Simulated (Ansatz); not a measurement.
Ba₂O₂. Charge 0, multiplicity 1. Geometry PBE0-D4/def2-TZVP.

```xyz
4

Ba   -0.488    0.172    1.944
Ba    1.192    0.697   -1.463
O     0.154   -0.940   -0.069
O    -0.858    0.071   -0.412
```

In the def2 sets Ba takes a core potential; there is no spin–orbit coupling. HSE06 is defined as in plane-wave codes, on full-range PBE exchange. The structure holds 1 bond(s) between oxygen atoms. The restricted singlet is unstable towards broken spin symmetry in Hartree–Fock (as tested in another run); at PBE-D4/def2-TZVP, r2SCAN-D4/def2-TZVP, PBE0-D4/def2-TZVP, r2SCAN0-D4/def2-TZVP and others this wasn't settled. Another isomer (singlet) lies 3.53 eV lower at PBE0-D4/def2-TZVP; other spin states weren't run for this one.

(1) Estimate the orbital energies around the gap (eV) in Ansatz with PBE-D4/def2-TZVP, r2SCAN-D4/def2-TZVP, PBE0-D4/def2-TZVP, r2SCAN0-D4/def2-TZVP, HSE06-D4/def2-TZVP.

## Answers

(1) 
```tsv
orbital	PBE-D4/def2-TZVP	r2SCAN-D4/def2-TZVP	PBE0-D4/def2-TZVP	r2SCAN0-D4/def2-TZVP	HSE06-D4/def2-TZVP
HOMO−5	-9.64	-9.87	-10.84	-11.01	-10.46
HOMO−4	-8.24	-8.58	-9.87	-10.15	-9.49
HOMO−3	-8.10	-8.43	-9.67	-9.93	-9.29
HOMO−2	-5.43	-5.65	-6.84	-7.03	-6.46
HOMO−1	-4.80	-5.03	-6.23	-6.42	-5.84
HOMO	-2.54	-2.50	-2.86	-2.86	-2.59
LUMO	-1.89	-1.80	-1.54	-1.52	-1.83
LUMO+1	-1.19	-1.08	-0.71	-0.69	-1.02
LUMO+2	-1.11	-0.99	-0.69	-0.65	-1.00
LUMO+3	-1.07	-0.94	-0.51	-0.45	-0.86
LUMO+4	-0.79	-0.57	-0.29	-0.20	-0.60
LUMO+5	-0.75	-0.51	-0.23	-0.14	-0.55
```
